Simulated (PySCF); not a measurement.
Computed with PySCF 2.14.0 with B3LYP-D3(BJ)/def2-TZVP. Gas-phase values, no solvent. One relaxed conformer stands for a flexible species; it need not be the lowest. B3LYP has the VWN-RPA correlation part, as in Gaussian. Delta-SCF ions had no search for a lower state. 

Reference species (SMILES): `B` (neutral, multiplicity 1).

| Item | Value |
|---|---|
| LUMO | -2.22 eV |
| vertical ionisation energy (Delta-SCF) | 13.14 eV |

Changed species: `BS` (1 of 3 H replaced by SH; the reference has 0 of 3 H replaced by SH).

Predict the effect on the LUMO and vertical ionisation energy (Delta-SCF).

the LUMO rises by 0.71 eV, to -1.51 eV; the vertical ionisation energy (Delta-SCF) falls by 2.16 eV, to 10.98 eV.
